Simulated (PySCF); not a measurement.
## Cobalt: a sound run and one with changed settings

Sound run: Co [Ar] 3d7 4s2, Co+ [Ar] 3d8. Computed with PySCF 2.14 in x2c-SVPall, with scalar relativity by spin-free X2C-1e. The sound run starts from symmetry-adapted Hartree-Fock orbitals and uses a fine grid where one is needed.

Changed run: radial step 0.3 in ln r (0.13 in the sound run). This setting is unsound on purpose.

```tsv
species	method	sound run (hartree)	changed run (hartree)	converged
Co	UHF	-1391.64018	-1391.64018	yes
Co	TPSS	-1393.03138	-1393.02464	yes
Co	BP86	-1393.22083	-1393.21854	yes
Co+	UHF	-1391.33719	-1391.33719	yes
Co+	TPSS	-1392.75400	-1392.74648	yes
Co+	BP86	-1392.93700	-1392.93473	yes
```

Ionisation energy of Co:

| method | sound run (eV) | changed run (eV) |
| --- | --- | --- |
| UHF | 8.245 | 8.245 |
| TPSS | 7.548 | 7.569 |
| BP86 | 7.723 | 7.723 |

A coarse radial grid mis-integrates the density and the exchange-correlation energy, with errors of either sign; Hartree-Fock needs no grid.

For comparison, NIST gives 7.881 eV between the lowest levels.
